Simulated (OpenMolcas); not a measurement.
**4d⁵ along the 41-electron sequence**

```yaml
Program: OpenMolcas 26.06
Method: RASSCF
Basis: ANO-RCC-VQZP
Scalar_Hamiltonian: DKH2, point nucleus
Spin-orbit_coupling: state interaction with AMFI integrals over the reference wave functions, term energies averaged over their components
```

Active space for each ion: 11 electrons in 8 orbitals (RAS1 4p, at most 2 holes; RAS2 4d).

Computed levels in cm-1 above ⁶S_5/2:

```csv
Level,Tc2+,Ru3+,Rh4+,Pd5+,Ag6+
⁴G_5/2,24771,27896,30627,33146,35164
⁴G_7/2,24934,28175,31091,33893,36371
⁴G_11/2,24990,28265,31231,34100,36674
⁴G_9/2,25031,28330,31328,34240,36875
⁴P_3/2,25899,29146,32056,34839,37246
⁴P_1/2,26157,29546,32641,35651,38350
⁴D_7/2,29388,33150,36566,39877,42869
⁴D_1/2,29702,33650,37334,40958,44359
⁴D_5/2,29863,33872,37590,41253,44650
weight of ⁶S in the lowest level (%),99,99,99,99,98
```

Mixed levels, with the weight of the term that names them: Pd5+ ⁴G_5/2 (72 %), Ag6+ ⁴G_5/2 (58 %), Ag6+ ⁴D_5/2 (72 %).

Measured, with the error of the calculation in %. Measured levels: Ag6+ from the list in Gamrath, thesis, University of Mons (2023).

```csv
Level,Ag6+
⁴G_5/2,29390 (+19.6)
⁴G_7/2,30378 (+19.7)
⁴G_11/2,30662 (+19.6)
⁴G_9/2,30907 (+19.3)
⁴P_3/2,32994 (+12.9)
⁴P_1/2,34605 (+10.8)
⁴D_7/2,36485 (+17.5)
⁴D_1/2,38685 (+14.7)
⁴D_5/2,39299 (+13.6)
```

⁴G_5/2 changes by a factor of 1.42 over the same range, with steps per unit of Z of +3120, +2730, +2520, +2020 cm-1.

Without dynamic correlation excited terms often stand tens of per cent too high (terms of higher spin than the ground term too low), and those without a measured partner can miss by more than the paired ones. Active for correlation alone: 4p; no level in the range computed is led by a configuration that opens it, so any true level of that kind is missing. Some levels mix across a computed gap that differs much from the measured one, so their mixing is not that of the real levels (holds for Ag6+). Computed and measured levels are paired by configuration, term and J; levels that our copy of the source lacks, or whose pairing is in doubt (as where it misses far off the trend of its configuration), stay unpaired and out of the deviations. Levels of configurations outside the active space are missing.
